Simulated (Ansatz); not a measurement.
NiMe2 (C₂H₆Ni), relaxed as a triplet with UKS r2SCAN-D4/def2-TZVP in Ansatz, starting from the GFN2-xTB geometry. Force threshold 0.02 eV/Å.

At r2SCAN-D4/def2-TZVP a singlet of charge 0 lies 0.23 eV below the triplet, each at its own geometry.

Start:

```xyz
9

Ni    0.436    0.087    0.063
C    -0.468    1.095    1.492
H    -1.561    1.027    1.466
H    -0.146    2.140    1.353
H    -0.082    0.684    2.439
C     0.418   -1.105   -1.498
H     0.026   -2.101   -1.258
H     1.505   -1.152   -1.712
H    -0.127   -0.675   -2.346
```

```
         step  energy (eV)  largest force component (eV/Å)  SCF passes
            1  -43213.6769                           0.423          30
            2  -43213.7257                           0.209          40
            3  -43213.7490                           0.193          44
            4  -43213.7529                           0.048          39
            5  -43213.7536                           0.011          42
            6  -43213.7539                           0.011          45
 7 (rejected)  -43213.7477                           0.319          51
            8  -43213.7546                           0.034          45
            9  -43213.7556                           0.043          45
10 (rejected)  -43213.7483                           0.388          49
           11  -43213.7572                           0.043          50
           12  -43213.7594                           0.077          44
           13  -43213.7606                           0.122          45
           14  -43213.7623                           0.084          41
           15  -43213.7639                           0.059          46
           16  -43213.7649                           0.074          45
           17  -43213.7655                           0.048          45
           18  -43213.7660                           0.018          41
           19  -43213.7663                           0.033          39
           20  -43213.7664                           0.032          40
           21  -43213.7665                           0.025          42
           22  -43213.7666                           0.011          43
```

Force components are those of the run's own axes.

End:

```xyz
9

Ni    0.564    0.361   -0.098
C    -0.447    1.075    1.389
H    -1.443    1.391    1.067
H     0.096    1.948    1.775
H    -0.543    0.334    2.186
C     0.449   -1.074   -1.389
H     0.419   -2.046   -0.889
H     1.343   -1.027   -2.024
H    -0.439   -0.962   -2.017
```

By distances, no bond broke or formed. The bond that changes most is Ni1–C2, from 1.97 to 1.93 Å (atoms count from 1).

The force fell under the threshold at step 5, but the optimiser went on and released 0.013 eV more. No frequencies were taken in this run, so the end may be a saddle point.

It took 79 s on 2 threads of Intel Xeon Platinum 8488C on a shared host.
